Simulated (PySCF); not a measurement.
C2H2Cl2.

```xyz
6

Cl    -0.0509    -2.1627     0.0000
C      0.4457    -0.5037     0.0000
C     -0.4457     0.5037     0.0000
Cl     0.0509     2.1627     0.0000
H      1.5341    -0.3427     0.0000
H     -1.5341     0.3427     0.0000
```
Charge 0, spin multiplicity 1.

Geometry: PBE-D3(BJ)/def2-SVP.

All values below come from PySCF with PBE0/pcSseg-2. Non-relativistic, no solvent.

Problem. Give the absolute GIAO shielding of each atom: isotropic value and principal components (ppm). (The exact figures need the calculation; the answer reports its results.)

Solution. 
```tsv
atom	σ(iso)	σ11	σ22	σ33	span
Cl1	721.8	492.2	697.0	976.3	484.2
C2	43.1	-63.4	76.3	116.2	179.6
C3	43.1	-63.4	76.3	116.2	179.6
Cl4	721.8	492.2	697.0	976.3	484.2
H5	24.5	20.4	24.8	28.3	7.9
H6	24.5	20.4	24.8	28.3	7.9
```
